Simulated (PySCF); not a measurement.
Bi(Me)(OH)2 (CH5BiO2), SMILES [CH3][Bi]([OH])[OH].

Geometry: B3LYP-D3(BJ)/def2-SVP. The structure was generated by enumeration; whether it is a known compound was not checked. The def2 effective core potentials stand for the cores of Bi; spin–orbit coupling is left out. One conformer was computed; it need not be the lowest.

Level of theory: PySCF with B3LYP-D3(BJ)/def2-SVP.

Frequencies are harmonic and unscaled.

```
mode  ν (cm⁻¹)  IR (km/mol)  Raman (Å⁴/amu)  depolarisation  moving atoms (share of kinetic energy)
----  --------  -----------  --------------  --------------  --------------------------------------
1           63          0.1             0.6            0.75                                  H 93 %
2          123          9.8             5.1            0.75                  H 57 %, O 23 %, C 19 %
3          151          3.4             4.3            0.74                  O 52 %, H 24 %, C 19 %
4          177         13.2             3.7            0.69                 O 68 %, H 15 %, Bi 11 %
5          187         54.8             0.2            0.75                  H 64 %, O 24 %, C 11 %
6          292        158.1             3.9            0.74                          H 82 %, O 18 %
7          453         31.8            30.8            0.30                          C 74 %, H 19 %
8          540         86.8            11.1            0.75                          O 90 %, Bi 9 %
9          553         45.5            21.1            0.05                                  O 92 %
10         685         15.2             2.3            0.69                          H 86 %, C 13 %
11         703         38.2             1.7            0.75                          H 85 %, C 15 %
12         826         39.1             1.7            0.75                                  H 92 %
13         863         23.9             1.0            0.47                                  H 90 %
14        1181          1.3            14.7            0.34                          H 82 %, C 18 %
15        1427          3.4            12.6            0.75                                  H 95 %
16        1428          5.7            14.4            0.72                                  H 95 %
17        3032          8.9           134.8            0.00                                  H 98 %
18        3143          8.5            75.6            0.73                          H 90 %, C 10 %
19        3152          5.4            96.8            0.75                          H 90 %, C 10 %
20        3802         17.8            48.9            0.75                                  H 94 %
21        3803         42.0           139.5            0.14                                  H 94 %
```
